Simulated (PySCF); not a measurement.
2-methoxybut-1-en-3-yne (C₅H₆O), SMILES C=C(C#C)OC. Coordinates come from a B3LYP-D3(BJ)/def2-SVP optimisation. Other conformers were not sampled.

Computed equilibrium geometry at B3LYP-D3(BJ)/def2-SVP (PySCF confirms it by a frequency run) as Cartesian coordinates in Å, and its point group (one conformer of several):
point group Cs.
```xyz
12

C      1.1205     2.0019     0.0000
C      0.3096     1.0987     0.0000
C     -0.6471     0.0273     0.0000
C     -1.9738     0.2618     0.0000
O     -0.1937    -1.2579     0.0000
C      1.1988    -1.5034     0.0000
H      1.8309     2.8070     0.0000
H     -2.3511     1.2829     0.0000
H     -2.6746    -0.5749     0.0000
H      1.3165    -2.5953     0.0000
H      1.6900    -1.0870     0.8959
H      1.6900    -1.0870    -0.8959
```
